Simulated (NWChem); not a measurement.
## Polarisability of stibine (H₃Sb)

```xyz
4

Sb     0.0006     0.0541     0.0000
H     -0.7203    -0.9130     1.2313
H     -0.7203    -0.9130    -1.2313
H      1.4123    -0.9348     0.0000
```
Charge 0, spin multiplicity 1.

Program: NWChem. The geometry was optimised at B3LYP/def2-SVP with def2 effective core potentials on Sb, a minimum by its harmonic frequencies.

Basis set: def2-SVPD. Static limit.

Effective core potentials replace the inner electrons of Sb; spin-orbit coupling is left out. The correlated methods keep 4 core orbitals frozen. B3LYP has NWChem's definition, with VWN1-RPA local correlation. No row is a measurement; the coupled-cluster row has its own basis-set and correlation limits.

```json
[
 {"method": "HF", "isotropic polarisability (bohr³)": "(withheld)"},
 {"method": "LDA (SVWN5)", "isotropic polarisability (bohr³)": "(withheld)"},
 {"method": "PBE", "isotropic polarisability (bohr³)": "47.61"},
 {"method": "B3LYP", "isotropic polarisability (bohr³)": "46.97"},
 {"method": "CCSD linear response", "isotropic polarisability (bohr³)": "46.98"}
]
```

Question: Some entries are withheld; supply them.

Answer: 
- HF, isotropic polarisability (bohr³): 46.02
- LDA (SVWN5), isotropic polarisability (bohr³): 48.35
